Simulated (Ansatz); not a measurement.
B₆, relaxed as a singlet with RKS PBE0-D4/def2-SVP in Ansatz, starting from the GFN1-xTB geometry. Force threshold 0.02 eV/Å.

The restricted singlet is unstable towards broken spin symmetry at other levels; at PBE0-D4/def2-SVP this wasn't settled. At PBE0-D4/def2-TZVP a triplet of charge 0 lies 0.20 eV below the restricted singlet at the same geometry. The structure comes from a short search, and lower isomers may exist.

Start:

```tsv
atom	x (Å)	y (Å)	z (Å)
B1	-0.5155	-1.3059	-0.8428
B2	0.3787	1.2059	-0.4981
B3	0.3961	-0.1385	-1.2947
B4	0.1530	-1.2315	0.5524
B5	-0.5491	1.3570	0.7327
B6	0.1369	0.1129	1.3504
```

| step | energy (eV) | largest force component (eV/Å) | SCF passes |
| --- | --- | --- | --- |
| 1 | -4038.4638 | 1.500 | 29 |
| 2 | -4039.0356 | 0.767 | 36 |
| 3 | -4039.3699 | 0.557 | 40 |
| 4 | -4039.4546 | 0.676 | 42 |
| 5 (rejected) | -4039.3942 | 1.094 | 45 |
| 6 | -4039.4832 | 0.111 | 38 |
| 7 | -4039.4865 | 0.091 | 37 |
| 8 | -4039.5076 | 0.807 | 42 |
| 9 | -4039.5238 | 0.588 | 37 |
| 10 | -4039.5321 | 0.760 | 37 |
| 11 | -4039.6095 | 0.332 | 37 |
| 12 | -4039.6303 | 0.369 | 35 |
| 13 | -4039.6453 | 0.182 | 36 |
| 14 | -4039.6532 | 0.122 | 37 |
| 15 | -4039.6551 | 0.039 | 38 |
| 16 | -4039.6554 | 0.012 | 36 |

Force components are those of the run's own axes.

End:

```xyz
6

B    -0.1947   -1.7074   -1.0653
B     0.0255    0.9125   -0.3137
B     0.3929   -0.2889   -1.3052
B    -0.1258   -0.9077    0.3034
B    -0.2434    1.7285    1.0202
B     0.1455    0.2629    1.3606
```

Bonds formed: B2–B4, B2–B6, B3–B4 (atoms count from 1).

No frequencies were taken in this run, so the end may be a saddle point.

It took 15 s on 4 threads of Arm Neoverse V1 on a shared host.
